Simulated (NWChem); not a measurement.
Species: CH$_{3}$Si cation

```xyz
5

C     -0.0830     0.0000     1.0446
Si     0.3392     0.0000    -0.6195
H      0.0168    -0.9243     1.6401
H      0.0168     0.9243     1.6401
H     -0.4626     0.0000    -1.8734
```
Atoms are numbered in this order, from 1.

Program: NWChem. Geometry optimised at PBE0/def2-SVP; all other runs use it. Pople sets run with spherical d functions.

```csv
quantity,level,value
isotropic polarisability (bohr³) at 1065 nm,PBE0/def2-SVPD,___
highest occupied level (eV),LC-BLYP (range parameter 0.33 per bohr)/6-31G*,-16.01
"vertical, lowest excitation, singlet (eV)","B3LYP/6-31+G*, full TDDFT",___
solvation free energy (kcal/mol) in methanol,"M05-2X/6-31G*, SMD",___
"first state with f > 0.002 (eV), C K edge, unshifted","B3LYP/6-311G**, TDA",272.3
highest harmonic frequency (cm⁻¹),PBE0/def2-SVP,3201
```

Question: Complete the blanks.

Answer: 
- isotropic polarisability (bohr³) at 1065 nm, value: 38.0
- vertical, lowest excitation, singlet (eV), value: 2.84
- solvation free energy (kcal/mol) in methanol, value: -62.6
